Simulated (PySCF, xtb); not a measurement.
In(Me)2(OH) (C₂H₇InO), SMILES [CH3][In]([CH3])[OH].

xtb 6.7.1 with GFN2-xTB at its own geometry gives an orbital gap of 3.54 eV and a dipole moment of 2.76 D.

Geometry optimised at PBE0-D3(BJ)/def2-SVP. The structure was generated by enumeration; whether it is a known compound was not checked. The def2 effective core potentials stand for the cores of In; spin–orbit coupling is left out. Other conformers were not sampled.

### Question
What does PySCF with PBE/def2-TZVP give? (Estimate from the structure and the level; the computed values follow.)

### Answer
gap 4.78 eV (levels -6.20 and -1.43 eV), dipole 2.21 D.
